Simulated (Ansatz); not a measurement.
C8H5FOS, SMILES Fc1ccsc1-c1ccco1. Atoms are numbered in the order given.

```xyz
16

F      0.9017     1.8475     1.2212
C      1.2853     0.7664     0.5435
C      2.6591     0.4319     0.3847
C      2.8186    -0.7161    -0.3456
S      1.3022    -1.3909    -0.8398
C      0.4028    -0.1126    -0.0564
C     -1.0394    -0.0820    -0.0959
C     -1.9751    -0.9110    -0.6749
C     -3.2553    -0.3527    -0.3636
C     -3.0092     0.7691     0.3777
O     -1.6733     0.9400     0.5442
H      3.4700     1.0293     0.8007
H      3.7467    -1.2108    -0.6254
H     -1.7682    -1.8091    -1.2523
H     -4.2299    -0.7376    -0.6546
H     -3.6466     1.5178     0.8394
```

The structure is a stationary point at B3LYP-D3(BJ)/def2-SVP. The structure was generated by enumeration, and PubChem lists no compound with its InChIKey, so it may never have been made. One conformer was computed; it need not be the lowest.

Two levels are set side by side: PBE-D3(BJ)/def2-SVP (Ansatz, an electronic-structure program) and B3LYP-D3(BJ)/def2-SVP (Ansatz). Each level has its own optimised geometry; the coordinates shown are those of the second. Differences are taken from unrounded values.

```csv
quantity,B3LYP-D3(BJ)
mean bond length (Å),1.339
bond F1–C2 (Å),1.332
bond C2–C3 (Å),1.423
bond C2–C6 (Å),1.382
bond C3–C4 (Å),1.370
bond C4–S5 (Å),1.732
bond S5–C6 (Å),1.748
bond C6–C7 (Å),1.443
bond C7–C8 (Å),1.378
bond C7–O11 (Å),1.362
bond C8–C9 (Å),1.431
bond C9–C10 (Å),1.367
bond C10–O11 (Å),1.357
bond C3–H12 (Å),1.090
bond C4–H13 (Å),1.088
bond C8–H14 (Å),1.088
bond C9–H15 (Å),1.088
```

Question: What does PBE-D3(BJ) give, and how far is it from B3LYP-D3(BJ)? (The exact figures need the calculation; the answer reports its results.)

Answer: 
```
quantity              PBE-D3(BJ)  PBE-D3(BJ) minus B3LYP-D3(BJ)
--------------------  ----------  -----------------------------
mean bond length (Å)       1.345                          0.006
bond F1–C2 (Å)             1.338                          0.005
bond C2–C3 (Å)             1.424                          0.002
bond C2–C6 (Å)             1.395                          0.013
bond C3–C4 (Å)             1.379                          0.009
bond C4–S5 (Å)             1.734                          0.002
bond S5–C6 (Å)             1.750                          0.001
bond C6–C7 (Å)             1.443                          0.000
bond C7–C8 (Å)             1.388                          0.010
bond C7–O11 (Å)            1.371                          0.008
bond C8–C9 (Å)             1.431                          0.000
bond C9–C10 (Å)            1.376                          0.009
bond C10–O11 (Å)           1.363                          0.006
bond C3–H12 (Å)            1.097                          0.008
bond C4–H13 (Å)            1.096                          0.008
bond C8–H14 (Å)            1.095                          0.008
bond C9–H15 (Å)            1.095                          0.008
```

Exact exchange shortens and stiffens bonds; PBE has none. Differences between two approximate levels are no errors against the true value.
